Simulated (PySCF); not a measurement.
```xyz
3
charge -1 multiplicity 3, angstrom
Ir    0.0000    0.0000   -0.2135
S     1.9589    0.0000    0.6252
S    -1.9589    0.0000    0.6252
```

These are results of PySCF, UPBE0, basis Ir def2-SVPD with ECP60, S def2-SVPD (scalar-relativistic core potentials, no spin–orbit coupling, density fitting), not measurements.

This geometry of IrS₂⁻ is a stationary point at this level.

(1) What is the point group?

(2) Is it a minimum?

(3) Which band is strongest in the infrared?

(4) Give the atomic charges and bond orders.

## Answers

(1) C2v.

(2) Yes: all harmonic wavenumbers are real.

(3) 473 cm⁻¹ (b2), 95 km/mol.

(4) 
```json
{"atom": "Ir1", "Mulliken": "0.39", "Löwdin": "-0.28", "polar tensor": "0.44", "spin (Mulliken)": "1.32", "Mayer order to Ir1": "–"}
{"atom": "S2,3", "Mulliken": "-0.70", "Löwdin": "-0.36", "polar tensor": "-0.72", "spin (Mulliken)": "0.34", "Mayer order to Ir1": "1.65"}
```
Other Mayer orders above 0.3: S–S 0.34.

Other isomers or separated fragments may lie lower. Open d and f shells are described by one determinant, and the ground state may have another occupation or spin. The lowest empty level of this anion is unbound, so it and the gap depend on the basis. At this level a singlet minimum of C2v symmetry lies 27 kJ/mol below this structure. With an element this heavy the missing spin–orbit coupling can shift these numbers.
